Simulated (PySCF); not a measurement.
Compound: C₆H₁₀O.
SMILES: `CC[C@H]1CC=CO1`

Computed with PySCF at CAM-B3LYP/def2-SVPD, non-relativistic, on one gas-phase PBE0-D3(BJ)/def2-SVP geometry that isn't relaxed in the solvent. The solvent is an IEF-PCM continuum (van der Waals radii × 1.2), and excitations are vertical TDDFT with non-equilibrium linear response and a frozen core. The model holds no explicit solvent molecules, cavitation or dispersion.

Gas-phase singlets (H = HOMO, L = LUMO):

```json
{"state": "S1", "E (eV)": "5.922", "λ (nm)": "209", "f": "0.013", "leading configuration": "H→L 82%"}
{"state": "S2", "E (eV)": "6.284", "λ (nm)": "197", "f": "0.136", "leading configuration": "H→L+1 84%"}
{"state": "S3", "E (eV)": "6.802", "λ (nm)": "182", "f": "0.018", "leading configuration": "H→L+3 64%"}
{"state": "S4", "E (eV)": "6.880", "λ (nm)": "180", "f": "0.017", "leading configuration": "H→L+4 46%"}
{"state": "S5", "E (eV)": "7.036", "λ (nm)": "176", "f": "0.016", "leading configuration": "H→L+2 34%"}
```

Question: What are the lowest 5 singlets in cyclohexane (ε = 2.017)?

Answer: 
```json
{"state": "S1", "E (eV)": "5.930", "λ (nm)": "209", "f": "0.021", "leading configuration": "H→L 83%", "change by rank (eV)": "+0.008"}
{"state": "S2", "E (eV)": "6.221", "λ (nm)": "199", "f": "0.187", "leading configuration": "H→L+1 89%", "change by rank (eV)": "-0.063"}
{"state": "S3", "E (eV)": "6.854", "λ (nm)": "181", "f": "0.019", "leading configuration": "H→L+3 57%", "change by rank (eV)": "+0.052"}
{"state": "S4", "E (eV)": "6.891", "λ (nm)": "180", "f": "0.013", "leading configuration": "H→L+4 42%", "change by rank (eV)": "+0.011"}
{"state": "S5", "E (eV)": "7.081", "λ (nm)": "175", "f": "0.022", "leading configuration": "H→L+2 31%", "change by rank (eV)": "+0.045"}
```

Question: How does the list change in chloroform (ε = 4.711)?

Answer: 
```
state  E (eV)  λ (nm)      f  leading configuration  change by rank (eV)
   S1   5.953     208  0.022                H→L 83%               +0.031
   S2   6.236     199  0.193              H→L+1 92%               -0.048
   S3   6.906     180  0.002              H→L+3 50%               +0.104
   S4   6.921     179  0.025              H→L+4 71%               +0.041
   S5   7.127     174  0.023              H→L+3 33%               +0.091
```

Question: The ground-state energy changes by -0.091 eV from gas to chloroform. By how much does the total energy of gas-phase S1 change?

Answer: E(S1) = E(S0) + excitation energy, so it changes by -0.091 + 0.031 = -0.060 eV: it is lowered less than the ground state, which is what a blue shift means. This is the vertical state, with the slow part of the continuum still set for S0.

Question: How do the frontier levels move from gas to chloroform?

Answer: 
| orbital | gas (eV) | solvent (eV) | change (eV) |
| --- | --- | --- | --- |
| LUMO+2 | 1.94 | 2.02 | +0.08 |
| LUMO+1 | 1.85 | 1.91 | +0.06 |
| LUMO | 1.39 | 1.48 | +0.09 |
| HOMO | -7.42 | -7.42 | 0.00 |
| HOMO-1 | -10.74 | -10.67 | +0.07 |
| HOMO-2 | -10.80 | -10.71 | +0.09 |
| HOMO-3 | -10.93 | -10.83 | +0.10 |

The HOMO–LUMO gap goes from 8.81 to 8.90 eV.

The run took 30 s of wall time on one thread, x86-64 server (shared host). This is the whole response run at CAM-B3LYP/def2-SVPD in chloroform, SCF included.

The values belong to the conformer `[CH3:1][CH2:2][C@H:3]1[CH2:4][CH:5]=[CH:6][O:7]1`: C1–C2–C3–C4 -178°.
